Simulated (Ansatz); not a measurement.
Calculated with Ansatz (gas phase, PBE0-D4/def2-TZVP geometries, no zero-point term in ΔE). CCSD(T)/CBS is the MP2 limit (def2-TZVPP, def2-QZVPP) plus CCSD(T) − MP2 in def2-TZVPP, frozen cores. This one scheme is used for every species. Functionals use def2-TZVPP. B3LYP here is the variant with VWN-RPA as its local correlation; programs differ in this. HSE06 is defined as in plane-wave codes.

Reaction (formal exchange of groups at the Si–F bond): `F[Si](F)(F)[SiH3]` + CH₄ → `C[Si](F)(F)[SiH3]` + H–F

`F[Si](F)(F)[SiH3]`:

Cartesian coordinates in Å:
```
F 1.797 -1.131 0.756
Si 1.065 0.193 0.296
F 1.909 0.795 -0.899
F 1.167 1.218 1.496
Si -1.145 -0.207 -0.318
H -1.160 -1.174 -1.443
H -1.870 -0.768 0.849
H -1.763 1.075 -0.736
```

CH₄:

Z-matrix (Å, degrees):
```
C
H 1 1.090
H 1 1.090 2 109.5
H 1 1.090 2 109.5 3 -120.0
H 1 1.090 2 109.5 3 120.0
```

`C[Si](F)(F)[SiH3]`:

Cartesian coordinates in Å:
```
C -1.089 -1.378 -0.168
Si -0.404 0.128 0.653
F -1.582 1.193 0.830
F 0.061 -0.264 2.131
Si 1.389 1.183 -0.429
H -1.915 -1.785 0.420
H -1.463 -1.139 -1.167
H -0.322 -2.150 -0.265
H 0.967 1.610 -1.790
H 1.833 2.372 0.343
H 2.523 0.229 -0.559
```

H–F:

```xyz
2

F     0.019   -0.456    0.058
H    -0.019    0.456   -0.058
```

```csv
level,ΔE (kJ/mol),difference from CCSD(T)/CBS
LDA (SPW92),143.5,-8.2
PBE-D4,142.6,-9.1
revPBE-D4,139.3,-12.4
BLYP-D4,154.4,2.7
r2SCAN-D4,157.2,5.5
PBE0-D4,144.4,-7.3
B3LYP-D4,156.0,4.3
r2SCANh-D4,156.5,4.8
r2SCAN0-D4,155.7,4.0
BHLYP-D4,161.4,9.7
CAM-B3LYP-D4,160.4,8.7
ωB97X-V,154.1,2.4
ωB97M-V,154.0,2.3
B2PLYP,161.0,9.3
PBE-QIDH,151.1,-0.6
PBE,146.6,-5.1
revPBE,147.3,-4.4
BLYP,162.4,10.7
r2SCAN,158.4,6.7
PBE0,148.0,-3.7
B3LYP,162.4,10.7
r2SCANh,157.8,6.1
r2SCAN0,157.1,5.4
HSE06,147.7,-4.0
BHLYP,166.8,15.1
CAM-B3LYP,164.2,12.5
LC-ωPBE,150.7,-1.0
RPA@PBE/def2-TZVPP,152.7,1.0
HF/def2-SVP,158.2,6.5
MP2/def2-SVP,150.9,-0.8
CCSD/def2-SVP,150.9,-0.8
CCSD(T)/def2-SVP,149.7,-2.0
MP2/def2-TZVPP,153.3,1.6
CCSD(T)/def2-TZVPP,153.4,1.7
HF/def2-QZVPP,177.7,26.0
MP2/def2-QZVPP,153.2,1.5
SCS-MP2/def2-QZVPP,158.3,6.6
HF/CBS(def2),178.0,26.3
MP2/CBS(def2),151.6,-0.1
CCSD/CBS(def2),154.3,2.6
CCSD(T)/CBS,151.7,0
```

Largest T1 diagnostic among the species: 0.013.

In def2-TZVPP, CCSD(T) changes the Hartree–Fock value by −21.8 kJ/mol (the triples alone add −2.6 kJ/mol) and MP2 by −21.9 kJ/mol. From BLYP to BHLYP (50 % exact exchange), in def2-TZVPP and without D4, ΔE moves by +4.4 kJ/mol.
